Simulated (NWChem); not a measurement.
# Total energies of H2Ge

```
Ge
H 1 1.6055
H 1 1.6055 2 90.73
```
Charge 0, spin multiplicity 1.

The numbers come from NWChem runs, not from measurements. All single points use one geometry, from B3LYP/def2-SVP, a minimum by its harmonic frequencies.

Basis set: def2-QZVP (135 functions).

| method | total energy (Ha) | relative cost |
|---|---|---|
| RHF | -2076.51830 | 1 |
| MP2 | -2076.81497 | under 3 |
| B2PLYP | -2077.83310 | under 3 |
| PBE | -2077.87025 | under 3 |
| B3LYP | -2078.24415 | under 3 |
| LDA (SVWN5) | -2075.02047 | under 3 |

Total energies of different functionals aren't comparable as a measure of quality: only differences taken within one method are. Costs are rough ratios of processor time within this set of runs, SCF included, with RHF as 1.

The Hamiltonian is non-relativistic. The correlated methods keep 9 core orbitals frozen. B3LYP has NWChem's definition, with VWN1-RPA local correlation. The structure started from a generated list of species.
